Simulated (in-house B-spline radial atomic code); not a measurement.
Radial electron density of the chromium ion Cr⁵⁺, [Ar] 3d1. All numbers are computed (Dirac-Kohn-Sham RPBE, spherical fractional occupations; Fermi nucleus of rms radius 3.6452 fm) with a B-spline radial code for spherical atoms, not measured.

Columns: r (bohr), 4πr²n(r) (electrons per bohr), bar.

```
  0.0024   0.6638 #
 0.00287   0.9229 #
 0.00342    1.269 ##
 0.00408    1.741 ##
 0.00487    2.375 ###
 0.00581    3.213 ####
 0.00693    4.309 ######
 0.00827    5.722 ########
 0.00987    7.508 ##########
  0.0118     9.73 ##############
   0.014    12.26 #################
  0.0168    15.36 #####################
    0.02     18.6 ##########################
  0.0239    21.95 ###############################
  0.0285       25 ###################################
   0.034    27.39 ######################################
  0.0405    28.69 ########################################
  0.0484    28.65 ########################################
  0.0577     27.3 ######################################
  0.0688    25.13 ###################################
  0.0821    23.03 ################################
   0.098    22.13 ###############################
   0.117    23.23 ################################
   0.139    26.09 ####################################
   0.166    29.61 #########################################
   0.199    31.59 ############################################
   0.237    30.11 ##########################################
   0.283    24.94 ###################################
   0.337    18.01 #########################
   0.402    12.14 #################
    0.48    9.595 #############
   0.573    10.29 ##############
   0.683    11.89 #################
   0.815    11.93 #################
   0.973    9.626 #############
    1.16    6.127 #########
    1.38     3.06 ####
    1.65    1.149 ##
    1.97   0.3301 
    2.35   0.0702 
    2.81  0.01031 
    3.35 0.001113
```

On this grid the curve has 3 maxima, near 0.0405, 0.199, 0.815 bohr.

The 3d5/2 radial function P(r) = rR(r), positive near the nucleus, with its small component Q(r) (sign convention: Q ≈ (P' + κP/r)/2c):

```
r (bohr)         P           Q
  0.0239  0.001475  -4.103e-05
   0.034  0.003929  -0.0001075
  0.0484   0.01017  -0.0002712
  0.0688   0.02521  -0.0006485
   0.098   0.05952    -0.00146
   0.139    0.1299   -0.003004
   0.199    0.2638   -0.005686
   0.283    0.4712   -0.009344
   0.402    0.7297    -0.01311
   0.573    0.9573    -0.01529
   0.815     1.012    -0.01451
    1.16    0.8118    -0.01043
    1.65    0.4603   -0.005264
    2.35    0.1643   -0.001736
    3.35   0.02846  -0.0002842
```
